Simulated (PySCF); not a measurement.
This script is equivalent to a calculation on Ag⁺ (silver, charge +1).

```python
from pyscf import gto, scf, dft, mp, cc
import basis_set_exchange as bse
txt = bse.get_basis("cc-pVTZ-PP", elements=["Ag"], fmt="nwchem", header=False)
cut = txt.index("\nECP")
mol = gto.M(atom="Ag 0 0 0", charge=1, spin=0, symmetry="D2h",
            basis=gto.basis.parse(txt[:cut]),
            ecp={"Ag": gto.basis.parse_ecp(txt[cut:])})
mf = dft.UKS(mol, xc="B88,P86")
mf.irrep_nelec = {'Ag': (3, 3), 'B1g': (1, 1), 'B2g': (1, 1), 'B3g': (1, 1), 'B1u': (1, 1), 'B2u': (1, 1), 'B3u': (1, 1)}
mf.kernel()
```

Q: What total energy does it give?

A: -146.727 hartree (calculated).

Q: Which occupied shell lies highest, and where?

A: 4d, at -15.657 eV.

Energies and moments cover only the electrons outside the core potential.
